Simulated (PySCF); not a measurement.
From one molecule to another.

First species: C2H8FNSi.
SMILES: `CCN[SiH2]F`

Second species: H6OPSi (charge +1).
Atom-mapped SMILES: `[OH:1][SiH2:2][PH3+:3]` (hydrogens: H4 on O1; H5, H6 on Si2; H7, H8, H9 on P3)

Levels: PBE0/def2-SVPD for HOMO energy, LUMO energy, HOMO–LUMO gap, static isotropic polarisability and electronic spatial extent ⟨r²⟩ about the centre of nuclear charge; TDDFT PBE0/def2-SVPD for lowest singlet excitation; TDA PBE0/def2-SVPD for lowest triplet excitation (Tamm–Dancoff); GFN2-xTB for rotational constant A and rotational constant C. Geometries: GFN2-xTB. All species are isolated and taken at one optimised geometry, non-relativistic unless stated. Electronic properties by PySCF.

The conformers computed, where there is a choice (atom-mapped SMILES and torsion angles):
- `[CH3:1][CH2:2][NH:3][SiH2:4][F:5]`: C1–C2–N3–Si4 86°, C2–N3–Si4–F5 49°
- `[OH:1][SiH2:2][PH3+:3]`: H–O1–Si2–P3 180°

Values for the first species:

```
HOMO energy                                                       : -7.10 eV
LUMO energy                                                       : 0.33 eV
HOMO–LUMO gap                                                     : 7.43 eV
Lowest singlet excitation                                         : 6.08 eV
Lowest triplet excitation (Tamm–Dancoff)                          : 5.75 eV
Static isotropic polarisability                                   : 58.7 au
Electronic spatial extent ⟨r²⟩ about the centre of nuclear charge : 666 bohr²
Rotational constant A                                             : 7.745 GHz
Rotational constant C                                             : 1.988 GHz
```

Task: Estimate the same properties for the second species, and the change in each.

Result: 
| property | first | second | second less first |
| --- | --- | --- | --- |
| HOMO energy | -7.10 eV | -14.24 eV | -7.14 eV |
| LUMO energy | 0.33 eV | -5.85 eV | -6.18 eV |
| HOMO–LUMO gap | 7.43 eV | 8.39 eV | +0.96 eV |
| lowest singlet excitation | 6.08 eV | 6.86 eV | +0.78 eV |
| lowest triplet excitation (Tamm–Dancoff) | 5.75 eV | 6.50 eV | +0.75 eV |
| static isotropic polarisability | 58.7 au | 49.5 au | -9.2 au |
| electronic spatial extent ⟨r²⟩ about the centre of nuclear charge | 666 bohr² | 406 bohr² | -260 bohr² |
| rotational constant A | 7.745 GHz | 14.052 GHz | +6.307 GHz |
| rotational constant C | 1.988 GHz | 3.115 GHz | +1.127 GHz |

On the first: No computed singlet falls in the visible range (750 to 380 nm, 1.65 to 3.26 eV); S1 lies 2.82 eV above its blue end. S1 lies 1.35 eV below the HOMO–LUMO gap; its leading configuration is HOMO→LUMO, weight 0.98.

On the second: In wavenumbers S1 is 55300 cm⁻¹ (1 eV = 8065.54 cm⁻¹). The principal polarisabilities are 43.8, 45.6 and 59.2 au; their mean is the isotropic value.
